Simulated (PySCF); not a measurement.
## From computed data to an observable: oscillator strength and radiative lifetime

C₂H₉ClSi₃, SMILES C[Si@@H]1C[SiH2][Si@@H]1Cl.

Geometry optimised at r2SCAN-D4/def2-SVP. The structure was generated by enumeration; whether it is a known compound was not checked.

PySCF 2.14.0 with TDA-PBE/def2-SVPD puts the first singlet state with f over 0.02 at 5.28 eV (vertical), with the transition dipole (-0.740, 0.289, -0.109) in atomic units.

### Question
Find the oscillator strength, the wavelength and the radiative lifetime that this transition would have in vacuum if emission retraced absorption.

### Answer

|μ|² = 0.6430 au, so |μ| = 2.04 D. ΔE = 5.28/27.211 = 0.1940 hartree. f = (2/3) ΔE |μ|² = 0.083 (the program prints 0.083).
λ = 1239.84/5.28 = 235 nm; ν = 42586 cm⁻¹.
Einstein's coefficient A = 0.6670 ν² f s⁻¹ (ν in cm⁻¹) = 1.0e8 s⁻¹, so τ = 1/A = 9.9 ns. This state is S2; the lower singlet has f = 0.002. The figure is the radiative limit of this one transition; relaxation, internal conversion, crossing to triplets and a medium change what is measured.
